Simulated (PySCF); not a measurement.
Dipole moment and polarisability of `CC#[C][GeH2][SiH3]`

Compound: C3H8GeSi.
Geometry (PBE0-D3(BJ)/def2-SVP, Å), atoms numbered from 1 in this order:
```xyz
13
C3H8GeSi angstrom
C      2.9287   -0.8277    0.1167
C      1.6844   -0.1066   -0.0809
C      0.6444    0.5065   -0.2461
Ge    -1.0166    1.3823   -0.5111
Si    -2.7273   -0.2716   -0.4130
H      3.7377   -0.3936   -0.4916
H      2.8231   -1.8861   -0.1697
H      3.2425   -0.7922    1.1716
H     -0.9968    2.0817   -1.8840
H     -1.1968    2.4555    0.5783
H     -4.0731    0.3447   -0.6269
H     -2.4895   -1.2982   -1.4725
H     -2.7035   -0.9371    0.9248
```

Level: wB97X-D/def2-SVPD (PySCF), static field, nuclei fixed, core orbitals frozen in the response. The polarisability tensor in these axes (au):

```
x   126.75  -7.86   4.97
y    -7.86  94.10  -2.92
z     4.97  -2.92  78.67
```

Diagonalise the tensor; give its mean and Δα, where Δα² is half the sum of the squared differences of the eigenvalues.

Principal values 77.86, 92.51 and 129.14 au; mean 99.84 au = 14.79 Å³ = 16.46 × 10⁻⁴⁰ C²·m²/J; Δα = 45.75 au (46 % of the mean).

What is the dipole moment, and where does it point?

(0.89, -0.63, 0.16) D, 1.10 D in size, pointing from the negative to the positive side. Measured along this direction, the outermost atoms are H11 at the negative end and H7 and H8 at the positive end.

How large is μ²/3kT at 273 K beside α?

In Gaussian units μ²/3kT = 10.78 Å³ against 14.79 Å³, a ratio of 0.73; the Debye molar polarisation (4π/3)N_A(α + μ²/3kT) is 64.5 cm³/mol, leaving out the vibrational part.

Rayleigh depolarisation ratio (linearly polarised light, static tensor)?

ρ = 3Δα²/(45ᾱ² + 4Δα²) = 6277.9/(448545 + 8370.5) = 0.0137.

Form Σ f/ω² (atomic units) for the 10 lowest TDDFT singlets, given as eV and f, and set it beside the mean polarisability, which is this sum over all singlets: 6.00, 0.0007; 6.23, 0.0189; 6.25, 0.0019; 6.89, 0.0225; 7.14, 0.0010; 7.28, 0.0146; 7.43, 0.0178; 7.58, 0.6963; 7.75, 0.1097; 7.87, 0.0035.

They add up to 11.59 au, 11.6 % of the 99.84 au; the largest single term is 8.98 au, from the state at 7.58 eV. Terms in order: 0.01, 0.36, 0.04, 0.35, 0.01, 0.20, 0.24, 8.98, 1.35, 0.04 au. Higher excitations give the rest. The strengths listed sum to 0.887.

Geometry: PBE0-D3(BJ)/def2-SVP; no solvent, vibrations or thermal averaging. The calculation is non-relativistic, for germanium too.
